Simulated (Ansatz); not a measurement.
The cluster AuF2⁻. Total charge -1; quintet. Geometry PBE-D4/def2-TZVPD; atoms count from 1.

Cartesian coordinates in Å:
```
Au 0.000 0.000 0.000
F 0.644 -0.239 2.078
F -0.644 0.239 -2.078
```

In the def2 sets Au takes a core potential; there is no spin–orbit coupling. The highest occupied level of the charge -1 quintet lies above zero (up to 1.82 eV). It is a level of α spin, whose loss leaves a quartet; that state wasn't run at this geometry and level. The electron is either unbound and held by the finite basis, or the level is raised by self-interaction error. At PBE0-D4/def2-TZVPD a singlet of charge -1 lies 9.61 eV below the quintet, each at its own geometry. The structure comes from a short search, and lower isomers may exist.

Problem. Estimate the Mulliken populations from the PBE0/def2-TZVPD orbitals of Ansatz.

Solution. 
| atom | charge (e) | spin (α − β) | d electrons |
| --- | --- | --- | --- |
| Au1 | -0.46 | 3.38 | 8.93 |
| F2 | -0.27 | 0.31 | – |
| F3 | -0.27 | 0.31 | – |
Mulliken values and Mayer orders depend strongly on the basis. With diffuse functions, as here, like atoms can get unlike values, and bond orders can come out too low or too high.

Problem. Where does the spin sit?

Solution. Summed by element: Au 3.38, F 0.62, of 4 unpaired in all. Largest on single atoms: Au1 3.38, F2 0.31, F3 0.31.
